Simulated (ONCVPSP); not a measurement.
# Potentials for N (Z = 7) compared

Generated with ld1.x 7.5 (TM, RRKJ, ultrasoft, PAW), atompaw 4.2 or ONCVPSP 4.0.1. The cutoff is in Ry: for ld1.x and atompaw files where the sum of valence levels is converged to 10 mRy in a Bessel basis, for ONCV files where the hardest occupied wave has 1 mHa per electron of residual kinetic energy. The error is the largest all-electron minus pseudo excitation energy over each file’s own four to seven test configurations (ionisations up to +4, promotions, holes and added fractions of an electron), all of which were solved. The labels leave out finer settings (local radius, basis sizes, second energies), which also bear on the numbers. Spin-polarised tests are not counted. The rows are a selection from randomly drawn settings: files with unsolved tests, undetermined cutoffs or missed reference levels are left out.

A true bound ghost makes a file unfit for plane-wave use even where its test errors are small: the radial tests pick states by their node count and pass the ghost by.

```csv
potential,cutoff (Ry),largest error (meV),bound ghosts
"ONCV, PW91, scalar-relativistic, rc 0.70/1.35 (sp), local smoothed, core correction yes, reference 2s2 2p2, qcut 9.2/12, projectors 2/1",348,+167,s
"ONCV, PBE, non-relativistic, rc 0.90/1.25 (sp), local smoothed, core correction no, reference 2s2 2p2, qcut 7/10.9, projectors 2/2",97,+291,none
"ONCV, LDA (Perdew-Wang 92), scalar-relativistic, rc 1.05/1.95/1.80 (spd), local s, core correction no, reference 2s2 2p2, qcut 7.6/6.6/6.3, projectors 0/3/2",54,+1001,none
"ONCV, PBE, scalar-relativistic, rc 1.15/1.35 (sp), local smoothed, core correction no, reference 2s2 2p3, qcut 6.6/10.3, projectors 1/2",85,+490,none
"ONCV, LDA (Perdew-Zunger), scalar-relativistic, rc 0.90/2.50/2.30 (spd), local s, core correction no, reference 2s1 2p4, qcut 6.7/7/4.9, projectors 0/2/1",89,+1273,none
```

Question: Fill in the row for N: ONCV, PBE, scalar-relativistic, rc 0.90/2.10/2.00 (spd), local smoothed, core correction yes, reference 2s2 2p2, qcut 7.5/7.6/4.6, projectors 2/2/2.

Answer: cutoff 58 Ry, largest error +1176 meV, bound ghosts: d.

Question: Fill in the row for N: ONCV, PBEsol, fully relativistic, rc 1.10/1.65/1.45 (spd), local smoothed, core correction no, reference 2s1.75 2p3.25, qcut 6.3/7.1/5.9, projectors 2/3/2.

Answer: cutoff 40 Ry, largest error +299 meV, bound ghosts: none.
